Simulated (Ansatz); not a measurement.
Start from `[AlH2][Cl]` and change one element to get `[AlH2][Br]`.

Ansatz, PBE0-D4/def2-TZVP geometries, multiplicity 1. 

Scalar relativity is left out up to krypton.

```csv
property,`[AlH2][Cl]`
zero-point energy (PBE0-D4/def2-TZVP) / kJ/mol,38.0
LUMO energy (B3LYP/def2-TZVPP) / eV,-1.85
HOMO energy (PBE0/def2-TZVPP) / eV,-8.58
LUMO energy (ωB97M-V/def2-TZVPP) / eV,0.00
HOMO–LUMO gap (PBE/def2-TZVPP) / eV,4.86
size of the dipole moment (B3LYP/def2-TZVPP) / D,1.21
```

(1) Give the same properties after the change, and the shifts. (Best estimate.)

## Answers

(1) Computed: 
| property | `[AlH2][Br]` | shift |
| --- | --- | --- |
| zero-point energy (PBE0-D4/def2-TZVP) / kJ/mol | 37.1 | -0.9 |
| LUMO energy (B3LYP/def2-TZVPP) / eV | -1.95 | -0.10 |
| HOMO energy (PBE0/def2-TZVPP) / eV | -8.28 | 0.30 |
| LUMO energy (ωB97M-V/def2-TZVPP) / eV | -0.11 | -0.11 |
| HOMO–LUMO gap (PBE/def2-TZVPP) / eV | 4.52 | -0.34 |
| size of the dipole moment (B3LYP/def2-TZVPP) / D | 1.19 | -0.02 |

With PBE0 the HOMO rises by 0.30 eV and the LUMO falls by 0.11 eV, so the gap narrows by about 0.41 eV. PBE moves the HOMO by 0.24 eV and ωB97M-V by 0.31 eV. Dipoles are sizes alone; their direction can turn.

B3LYP here is the variant with VWN-RPA as its local correlation; programs differ in this.

Spin–orbit coupling is left out; it splits and shifts lone-pair levels of the heavy atoms by tenths of an eV.
